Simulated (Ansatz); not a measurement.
Cost and result for the atomization energy of C₂H₈GeOS (`C[O][GeH]([CH3])[SH]`) (13 atoms, 12 bonds).

```xyz
13

C    -1.6584    0.5855   -0.8262
O    -1.1353   -0.6868   -0.5292
Ge    0.3535   -0.8149    0.4356
C     1.8253    0.1219   -0.4174
S     0.0599    0.1639    2.4147
H    -2.6208    0.4465   -1.3240
H    -1.0050    1.1522   -1.5026
H    -1.8215    1.1845    0.0783
H     0.5370   -2.3299    0.5882
H     1.6274    1.1940   -0.4427
H     1.9496   -0.2415   -1.4383
H     2.7480   -0.0511    0.1377
H    -0.8596   -0.7242    2.8257
```

The species carries charge 0 and has multiplicity 1. Correlated methods include outer-core shells of Ge, which these sets cover unevenly. Scalar relativity is left out up to krypton. All single points use the PBE0-D4/def2-TZVP geometry. It is one conformer, not always the lowest. Program: Ansatz. All runs use 2 threads of an AMD EPYC 7R13 on a shared host and a share of an NVIDIA H100 80 GB. Times are those of one run each, without the atoms' runs, and a repeat can differ threefold. Electronic energies, without spin–orbit coupling; frozen cores. CCSD(T)/CBS adds CCSD(T) − MP2 in def2-TZVPP to the MP2 limit, and its time is that of the two runs behind it. T1 = 0.011. With those shells the extrapolation isn't a true limit. B3LYP takes the VWN-RPA correlation (the form of Gaussian; ORCA's B3LYP/G).

CCSD(T)/CBS is a level of theory with its own doubt, some kJ/mol a heavy atom from the limit and from the frozen cores, so smaller differences don't rank the functionals.

```json
{"level": "PBE0-D4/def2-TZVPP", "functions": "295", "wall time": "3 s"}
{"level": "r2SCAN-D4/def2-TZVPP (with forces)", "functions": "295", "wall time": "3.2 s"}
{"level": "PBE-D4/def2-TZVPP (with forces)", "functions": "295", "wall time": "3.6 s"}
{"level": "B2PLYP/def2-TZVPP", "functions": "295", "wall time": "4.1 s"}
{"level": "MP2/def2-QZVPP", "functions": "570", "wall time": "4.9 s"}
{"level": "B3LYP-D4/def2-TZVPP (with forces)", "functions": "295", "wall time": "5.5 s"}
{"level": "ωB97X-V/def2-TZVPP", "functions": "295", "wall time": "6 s"}
{"level": "CCSD(T)/def2-TZVPP", "functions": "295", "wall time": "6.5 s"}
{"level": "ωB97M-V/def2-TZVPP (with forces)", "functions": "295", "wall time": "7 s"}
{"level": "CCSD(T)/CBS(def2)", "functions": "–", "wall time": "11 s"}
```

What atomization energy does each give, and how far from CCSD(T)/CBS? (Estimate.)

Computed: 
| level | atomization (kcal/mol) | difference from CCSD(T)/CBS | per bond |
| --- | --- | --- | --- |
| PBE0-D4/def2-TZVPP | 1086.1 | -5.1 | -0.4 |
| r2SCAN-D4/def2-TZVPP (with forces) | 1091.3 | 0.1 | 0.0 |
| PBE-D4/def2-TZVPP (with forces) | 1101.8 | 10.6 | 0.9 |
| B2PLYP/def2-TZVPP | 1074.3 | -16.9 | -1.4 |
| MP2/def2-QZVPP | 1091.1 | -0.1 | 0.0 |
| B3LYP-D4/def2-TZVPP (with forces) | 1084.4 | -6.8 | -0.6 |
| ωB97X-V/def2-TZVPP | 1092.9 | 1.7 | 0.1 |
| CCSD(T)/def2-TZVPP | 1066.5 | -24.7 | -2.1 |
| ωB97M-V/def2-TZVPP (with forces) | 1089.2 | -2.0 | -0.2 |
| CCSD(T)/CBS(def2) | 1091.2 | 0.0 | 0.0 |

From PBE to PBE0 (25 % exact exchange), in def2-TZVPP and without D4, the atomization energy moves by −14.8 kcal/mol: exact exchange takes away binding that semilocal exchange gives to molecules. The D4 term adds +11.1 kcal/mol with B3LYP and +5.9 kcal/mol with PBE0; it sums over pairs of atoms, weighted by their polarisabilities, and B3LYP, whose exchange is more repulsive, gets the larger term. In def2-TZVPP, CCSD(T) changes the Hartree–Fock value by +276.4 kcal/mol (the triples alone add +15.5 kcal/mol) and MP2 by +286.6 kcal/mol; breaking electron pairs costs correlation energy, which Hartree–Fock lacks.
